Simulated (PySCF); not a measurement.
C2H2N, charge -1. Atoms are numbered in the order given.

```xyz
5

C     -1.2016     0.0882     0.0000
C      0.1803    -0.0014     0.0000
N      1.3624    -0.0117     0.0000
H     -1.7044    -0.2195    -0.9151
H     -1.7044    -0.2195     0.9151
```
Charge -1, spin multiplicity 1.

Geometry optimised at r2SCAN-D4/def2-TZVPD.

Method: KT2/pcSseg-2 (PySCF).

GIAO shieldings, no solvent; atoms alike by connectivity are averaged. δ = σ(ref) − σ: ¹³C against TMS (σ = 184.2 ppm); ¹⁵N against NH3 (σ = 261.9 ppm); ¹H against TMS (σ = 31.47 ppm), references at their B3LYP-D3(BJ)/def2-TZVP geometries, non-relativistic.

Q: Estimate the chemical shifts. (Estimate from the structure and the level; the computed values follow.)

A: 
```csv
nucleus,atoms,count,δ (ppm)
¹³C,C2,1,143.7
¹³C,C1,1,-23.4
¹⁵N,N3,1,243.3
¹H,"H4, H5",2,-0.45
```
